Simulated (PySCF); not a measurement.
Electronic absorption of cis-Ti(PH3)2F4

Species: cis-Ti(PH3)2F4 (singlet state).
Cartesian coordinates in Å at the PBE0-D3(BJ)/def2-SVP level; atoms count from 1:
```xyz
13
F4H6P2Ti angstrom
Ti    -0.6122   -0.0493   -1.3115
P     -1.6383    0.0347    1.4858
H     -0.7266   -0.2983    2.5261
H     -2.6019   -0.9579    1.8103
H     -2.2681    1.1091    2.1719
F      0.1330   -0.1980   -2.8712
P      2.1776    0.0353   -0.3626
H      3.1223   -1.0188   -0.4906
H      2.3951    0.2711    1.0233
H      3.0196    1.0802   -0.8291
F     -2.3004   -0.0410   -1.7095
F     -0.2942    1.6219   -0.8423
F     -0.3754   -1.6412   -0.5785
```

Method: TDDFT CAM-B3LYP/def2-SVPD, vertical, gas phase, core orbitals frozen in the response (PySCF).

| state | E (eV) | λ (nm) | ν̃ (cm⁻¹) | f | \|μ\| (D) | main configurations (H = HOMO, L = LUMO) |
| --- | --- | --- | --- | --- | --- | --- |
| S1 | 4.70 | 264.1 | 37870 | 0.021 | 1.09 | H→L (99%) |
| S2 | 5.01 | 247.7 | 40380 | 0.0001 | 0.06 | H-1→L (98%) |
| S3 | 5.09 | 243.7 | 41030 | 0.0030 | 0.39 | H→L+1 (98%) |
| S4 | 5.30 | 234.1 | 42710 | 0.0001 | 0.06 | H-1→L+1 (98%) |
| S5 | 5.66 | 218.9 | 45680 | 0.0000 | 0.02 | H→L+2 (98%) |
| S6 | 6.01 | 206.4 | 48440 | 0.0038 | 0.41 | H-1→L+2 (97%) |
| S7 | 6.46 | 192.1 | 52060 | 0.101 | 2.03 | H→L+3 (95%) |
| S8 | 6.59 | 188.3 | 53120 | 0.183 | 2.71 | H-1→L+3 (97%) |
| S9 | 6.77 | 183.2 | 54580 | 0.068 | 1.63 | H→L+5 (96%) |
| S10 | 6.97 | 178.0 | 56180 | 0.0000 | 0.02 | H-7→L (54%), H-2→L (31%), H-3→L (11%) |
| S11 | 7.11 | 174.4 | 57340 | 0.0016 | 0.24 | H-8→L (43%), H-3→L (27%) |
| S12 | 7.13 | 173.8 | 57540 | 0.102 | 1.94 | H-1→L+5 (94%) |
| S13 | 7.21 | 172.0 | 58140 | 0.0058 | 0.46 | H-6→L (46%), H-8→L+1 (19%), H-3→L+1 (12%) |
| S14 | 7.29 | 170.1 | 58800 | 0.077 | 1.67 | H→L+4 (76%), H-1→L+8 (8%) |
| S15 | 7.44 | 166.5 | 60040 | 0.0010 | 0.18 | H-8→L+1 (22%), H-3→L+1 (16%), H-6→L (15%) |

Triplets, Tamm–Dancoff:

```json
{"state": "T1", "E (eV)": "4.59", "λ (nm)": "270.2", "main configurations (H = HOMO, L = LUMO)": "H→L (98%)"}
{"state": "T2", "E (eV)": "4.86", "λ (nm)": "255.3", "main configurations (H = HOMO, L = LUMO)": "H-1→L (97%)"}
{"state": "T3", "E (eV)": "4.97", "λ (nm)": "249.4", "main configurations (H = HOMO, L = LUMO)": "H→L+1 (98%)"}
{"state": "T4", "E (eV)": "5.26", "λ (nm)": "235.5", "main configurations (H = HOMO, L = LUMO)": "H-1→L+1 (97%)"}
```

The lowest singlet lies at 4.70 eV (264 nm, ultraviolet) and is weak; its leading configuration is HOMO→LUMO (99%). The most intense listed level is S8 at 6.59 eV (188 nm, f = 0.183), 1.89 eV above S1. For S1 the Löwdin share of titanium is at most 6% in HOMO and 78% in LUMO (ligand-to-metal charge transfer by this measure). The oscillator strengths of these states sum to 0.568; summed over the whole spectrum of an exact calculation they would give the number of electrons, 94 (Thomas–Reiche–Kuhn). Orbital energies (eV): HOMO-3 -12.77, HOMO-2 -12.72, HOMO-1 -9.98, HOMO -9.66, LUMO -1.48, LUMO+1 -1.12, LUMO+2 -0.52. Of the 15 states listed, 6 reach f = 0.01 and 4 stay under 0.0005. The window holds the lowest 15 singlets.

Time: 3.3 min (with the writing of density and orbital grids); peak memory 1.2 GiB. Hardware: Intel Xeon at 2.50 GHz, one thread, no GPU, shared host with 64 logical CPUs at a one-minute load of 58.
